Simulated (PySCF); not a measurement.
## O²⁺: excitation energy

O²⁺ [He] 2s2 2p2 (3P) → O²⁺ [He] 2s1 2p3 (5S), as a difference of total energies. All numbers are calculated (PySCF 2.14, the non-relativistic Hamiltonian (point nucleus), in dyall-av2z (11s7p2d, 42 functions)). Correlated levels: valence: 1s2 frozen; virtual orbitals above 40 to 60 times the deepest correlated orbital energy dropped. The calculations carry no spin-orbit coupling.

```tsv
method	excitation energy (eV)
UHF	5.474
LDA	7.320
PBE	7.496
PBE0	7.291
r2SCAN	6.520
TPSS	7.762
B3LYP	8.155
TPSSh	7.691
PBEsol	7.214
MP2 (valence)	6.661
SCS-MP2 (valence)	7.180
```

**Question.** How much does correlation contribute at MP2 (valence)?

**Answer.** 6.661 − (5.474) = 1.187 eV, measured against UHF.

A first-order spin-orbit estimate (lowest level to lowest level, LS coupling) adds 0.027 eV.
